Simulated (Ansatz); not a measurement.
The cluster Ga₃Sb₂⁺. Total charge 1; singlet. Geometry r2SCAN-D4/def2-SVP.

Cartesian coordinates in Å:
```
Ga 0.3046 2.1500 -0.0627
Ga -2.0631 -0.8500 -0.9577
Ga 1.3733 -1.4577 0.8414
Sb 0.9187 -0.0659 -1.3465
Sb -0.5334 0.2236 1.5254
```

In the def2 sets Sb takes a core potential; there is no spin–orbit coupling. The restricted singlet is unstable towards broken spin symmetry in Hartree–Fock (as tested in another run); at HF/def2-TZVP, LDA (SPW92)/def2-TZVP, PBE-D4/def2-TZVP, r2SCAN-D4/def2-TZVP and others this wasn't settled. Another isomer (singlet) lies 0.28 eV lower at PBE0-D4/def2-TZVP; other spin states weren't run for this one.

(1) Estimate the orbital energies around the gap (eV) in Ansatz with HF/def2-TZVP, LDA (SPW92)/def2-TZVP, PBE-D4/def2-TZVP, r2SCAN-D4/def2-TZVP, PBE0-D4/def2-TZVP.

Answers

(1) 
| orbital | HF/def2-TZVP | LDA (SPW92)/def2-TZVP | PBE-D4/def2-TZVP | r2SCAN-D4/def2-TZVP | PBE0-D4/def2-TZVP |
| --- | --- | --- | --- | --- | --- |
| HOMO−9 | -36.89 | -24.39 | -24.04 | -24.61 | -27.46 |
| HOMO−8 | -24.89 | -19.29 | -19.00 | -19.61 | -20.72 |
| HOMO−7 | -21.40 | -17.09 | -16.76 | -17.21 | -18.17 |
| HOMO−6 | -17.97 | -14.55 | -14.28 | -14.66 | -15.45 |
| HOMO−5 | -17.01 | -13.72 | -13.43 | -13.77 | -14.57 |
| HOMO−4 | -14.45 | -12.62 | -12.32 | -12.53 | -13.08 |
| HOMO−3 | -12.34 | -10.52 | -10.29 | -10.53 | -10.95 |
| HOMO−2 | -12.16 | -10.36 | -10.15 | -10.42 | -10.92 |
| HOMO−1 | -11.65 | -9.66 | -9.44 | -9.65 | -10.13 |
| HOMO | -11.36 | -9.43 | -9.23 | -9.47 | -10.02 |
| LUMO | -5.71 | -8.99 | -8.74 | -8.82 | -8.18 |
| LUMO+1 | -4.38 | -7.89 | -7.65 | -7.69 | -7.04 |
| LUMO+2 | -3.68 | -7.17 | -6.92 | -6.85 | -6.26 |
| LUMO+3 | -2.93 | -6.56 | -6.32 | -6.23 | -5.62 |
| LUMO+4 | -2.06 | -6.04 | -5.79 | -5.65 | -4.97 |
| LUMO+5 | -2.02 | -5.66 | -5.41 | -5.21 | -4.70 |
